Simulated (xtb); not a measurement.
H3Ga, charge +1, doublet, from a rough starting geometry (GFN-xTB shapes and energies of metal compounds can be far from the true ones) (a state made from the parent by changing its charge; the spin is typed, not shown lowest); GFN2-xTB in xtb.

xtb was given this input:
```
$ xtb mol.xyz --gfn 2 --chrg 1 --uhf 1 --opt vtight --json

# file mol.xyz
4

Ga     0.04914504     0.03140056    -0.06723229
H      0.67377217    -0.47479361     1.37557755
H     -0.28891357     1.45171585    -0.27755598
H     -0.34647943    -1.09750935    -1.04323800
```

Output, abridged:

```
   ID    Z sym.   atoms
    1   31 Ga     1
    2    1 H      2-4

           -------------------------------------------------
          |                Calculation Setup                |
           -------------------------------------------------

           -------------------------------------------------
          |                 G F N 2 - x T B                 |
           -------------------------------------------------

          ...................................................
          :                      SETUP                      :
          :.................................................:
          :  # basis functions                  13          :
          :  # atomic orbitals                  12          :
          :  # shells                            6          :
          :  # electrons                         5          :
          :  max. iterations                   250          :
          :  Hamiltonian                  GFN2-xTB          :
          :  restarted?                      false          :
          :  GBSA solvation                  false          :
          :  PC potential                    false          :
          :  electronic temp.          300.0000000     K    :
          :  accuracy                    1.0000000          :
          :  -> integral cutoff          0.2500000E+02      :
          :  -> integral neglect         0.1000000E-07      :
          :  -> SCF convergence          0.1000000E-05 Eh   :
          :  -> wf. convergence          0.1000000E-03 e    :
          :  Broyden damping             0.4000000          :
          :  net charge                          1          :
          :  unpaired electrons                  1          :
          ...................................................

 iter      E             dE          RMSdq      gap      omega  full diag
   1     -2.1351225 -0.213512E+01  0.195E+01    5.98       0.0  T
   2     -2.1198933  0.152292E-01  0.126E+01    5.76       1.0  T
   3     -2.1191191  0.774192E-03  0.101E+01    5.35       1.0  T
   4     -2.1263866 -0.726751E-02  0.671E+00    5.51       1.0  T
   5     -2.1294883 -0.310172E-02  0.578E+00    5.65       1.0  T
   6     -2.1376482 -0.815985E-02  0.308E+00    5.74       1.0  T
   7     -2.1390474 -0.139919E-02  0.184E+00    5.77       1.0  T
   8     -2.1377593  0.128802E-02  0.256E+00    5.79       1.0  T
   9     -2.1390244 -0.126507E-02  0.213E+00    5.76       1.0  T
  10     -2.1404512 -0.142679E-02  0.708E-01    5.79       1.0  T
  11     -2.1406084 -0.157178E-03  0.246E-01    5.78       1.0  T
  12     -2.1406298 -0.213804E-04  0.469E-02    5.78       1.1  T
  13     -2.1406303 -0.542694E-06  0.248E-02    5.78       2.0  T
  14     -2.1406305 -0.242940E-06  0.282E-03    5.78      17.7  T
  15     -2.1406305  0.525052E-08  0.486E-03    5.78      10.3  T
  16     -2.1406305 -0.944859E-08  0.732E-04    5.78      68.3  T
  17     -2.1406305 -0.181888E-09  0.244E-04    5.78     204.5  T

   *** convergence criteria satisfied after 17 iterations ***

         :::::::::::::::::::::::::::::::::::::::::::::::::::::
         ::                     SUMMARY                     ::
         :::::::::::::::::::::::::::::::::::::::::::::::::::::
         :: total energy              -2.126168745999 Eh    ::
         :: gradient norm              0.042622751764 Eh/a0 ::
         :: HOMO-LUMO gap              5.784400342033 eV    ::
         ::.................................................::
         :: SCC energy                -2.140630525069 Eh    ::
         :: -> isotropic ES            0.146824926270 Eh    ::
         :: -> anisotropic ES         -0.005330917124 Eh    ::
         :: -> anisotropic XC          0.000038685333 Eh    ::
         :: -> dispersion             -0.000470487001 Eh    ::
         :: repulsion energy           0.014461779070 Eh    ::
         :: add. restraining           0.000000000000 Eh    ::
         :: total charge               1.000000000000 e     ::
         :::::::::::::::::::::::::::::::::::::::::::::::::::::

      -----------------------------------------------------------
     |                   =====================                   |
     |                        A N C O P T                        |
     |                   =====================                   |
     |               Approximate Normal Coordinate               |
     |                Rational Function Optimizer                |
      -----------------------------------------------------------
      -----------------------------------------------------------
     |                   =====================                   |
     |                        A N C O P T                        |
     |                   =====================                   |
     |               Approximate Normal Coordinate               |
     |                Rational Function Optimizer                |
      -----------------------------------------------------------

          ...................................................
          :                      SETUP                      :
          :.................................................:
          :   optimization level         verytight          :
          :   max. optcycles                   200          :
          :   ANC micro-cycles                  20          :
          :   degrees of freedom                 6          :
          :.................................................:
          :   RF solver                   davidson          :
          :   write xtbopt.log                true          :
          :   linear?                        false          :
          :   energy convergence         0.1000000E-06 Eh   :
          :   grad. convergence          0.2000000E-03 Eh/α :
          :   maxmium RF displ.          1.0000000          :
          :   Hlow (freq-cutoff)         0.1000000E-01      :
          :   Hmax (freq-cutoff)         5.0000000          :
[...]
 * total energy  :    -2.1261687 Eh     change       -0.2433387E-10 Eh
 * total energy  :    -2.1309052 Eh     change       -0.4736501E-02 Eh
 * total energy  :    -2.1322651 Eh     change       -0.1359866E-02 Eh
 * total energy  :    -2.1325792 Eh     change       -0.3140946E-03 Eh
 * total energy  :    -2.1326475 Eh     change       -0.6824946E-04 Eh
 * total energy  :    -2.1326826 Eh     change       -0.3512022E-04 Eh
 * total energy  :    -2.1327100 Eh     change       -0.2745059E-04 Eh
 * total energy  :    -2.1327151 Eh     change       -0.5112764E-05 Eh
 * total energy  :    -2.1327157 Eh     change       -0.6007680E-06 Eh
 * total energy  :    -2.1327160 Eh     change       -0.2188765E-06 Eh
 * total energy  :    -2.1327162 Eh     change       -0.2183207E-06 Eh
 * total energy  :    -2.1327162 Eh     change       -0.2660053E-07 Eh
   *** GEOMETRY OPTIMIZATION CONVERGED AFTER 12 ITERATIONS ***
[...]
          :.................................................:
          :  # basis functions                  13          :
          :  # atomic orbitals                  12          :
          :  # shells                            6          :
          :  # electrons                         5          :
          :  max. iterations                   250          :
          :  Hamiltonian                  GFN2-xTB          :
          :  restarted?                      false          :
          :  GBSA solvation                  false          :
          :  PC potential                    false          :
          :  electronic temp.          300.0000000     K    :
          :  accuracy                    1.0000000          :
          :  -> integral cutoff          0.2500000E+02      :
          :  -> integral neglect         0.1000000E-07      :
          :  -> SCF convergence          0.1000000E-05 Eh   :
          :  -> wf. convergence          0.1000000E-03 e    :
          :  Broyden damping             0.4000000          :
          :  net charge                          1          :
          :  unpaired electrons                  1          :
          ...................................................

 iter      E             dE          RMSdq      gap      omega  full diag
   1     -2.1376310 -0.213763E+01  0.164E-05    5.06       0.0  T
   2     -2.1376310  0.312417E-11  0.829E-05    5.06     602.8  T
   3     -2.1376310 -0.319522E-11  0.896E-06    5.06    5581.7  T

   *** convergence criteria satisfied after 3 iterations ***

         :::::::::::::::::::::::::::::::::::::::::::::::::::::
         ::                     SUMMARY                     ::
         :::::::::::::::::::::::::::::::::::::::::::::::::::::
         :: total energy              -2.132716205133 Eh    ::
         :: gradient norm              0.000004965504 Eh/a0 ::
         :: HOMO-LUMO gap              5.064537455555 eV    ::
         ::.................................................::
         :: SCC energy                -2.137630937256 Eh    ::
         :: -> isotropic ES            0.139216044038 Eh    ::
         :: -> anisotropic ES         -0.007211355425 Eh    ::
         :: -> anisotropic XC          0.000438759146 Eh    ::
         :: -> dispersion             -0.000462805367 Eh    ::
         :: repulsion energy           0.004914732123 Eh    ::
         :: add. restraining           0.000000000000 Eh    ::
         :: total charge               1.000000000000 e     ::
         :::::::::::::::::::::::::::::::::::::::::::::::::::::

           -------------------------------------------------
          |                Property Printout                |
           -------------------------------------------------

    * Orbital Energies and Occupations

         #    Occupation            Energy/Eh            Energy/eV
      -------------------------------------------------------------
         1        2.0000           -0.8274279             -22.5155
         2        1.5001           -0.6663505             -18.1323
         3        1.4999           -0.6663500             -18.1323 (HOMO)
         4                         -0.4802317             -13.0678 (LUMO)
         5                         -0.4250908             -11.5673
         6                         -0.3609625              -9.8223
         7                         -0.3609492              -9.8219
         8                         -0.2970924              -8.0843
         9                         -0.2970910              -8.0843
        10                          0.1126187               3.0645
        11                          0.6914332              18.8149
        12                          0.6915097              18.8169
      -------------------------------------------------------------
                  HL-Gap            0.1861183 Eh            5.0645 eV
             Fermi-level           -0.6198205 Eh          -16.8662 eV

     #   Z          covCN         q      C6AA      α(0)
     1  31 Ga       2.551     0.531   205.513    32.149
     2   1 H        0.850     0.156     1.360     1.827
     3   1 H        0.850     0.156     1.360     1.827
     4   1 H        0.850     0.156     1.360     1.827

 Mol. C6AA /au·bohr⁶  :        313.699102
 Mol. C8AA /au·bohr⁸  :      26788.359600
 Mol. α(0) /au        :         37.630979

Wiberg/Mayer (AO) data.
largest (>0.10) Wiberg bond orders for each atom

 ---------------------------------------------------------------------------
     #   Z sym  total        # sym  WBO       # sym  WBO       # sym  WBO
 ---------------------------------------------------------------------------
     1  31 Ga   1.654 --     2 H    0.551     4 H    0.551     3 H    0.551
     2   1 H    0.682 --     1 Ga   0.551
     3   1 H    0.681 --     1 Ga   0.551
     4   1 H    0.681 --     1 Ga   0.551
 ---------------------------------------------------------------------------

Topologies differ in total number of bonds
Writing topology from bond orders to xtbtopo.mol

molecular dipole:
                 x           y           z       tot (Debye)
 q only:        0.041      -0.042      -0.006
   full:        0.041      -0.042      -0.006       0.151
molecular quadrupole (traceless):
                xx          xy          yy          xz          yz          zz
 q only:       -1.699      -0.331       1.126       1.298       0.149       0.573
  q+dip:       -2.291      -0.445       1.518       1.750       0.201       0.773
   full:        0.361       0.067      -0.237      -0.275      -0.031      -0.123

optimized geometry written to: xtbopt.xyz

           -------------------------------------------------
          | TOTAL ENERGY               -2.132716205133 Eh   |
          | GRADIENT NORM               0.000004965504 Eh/α |
          | HOMO-LUMO GAP               5.064537455555 eV   |
           -------------------------------------------------
```
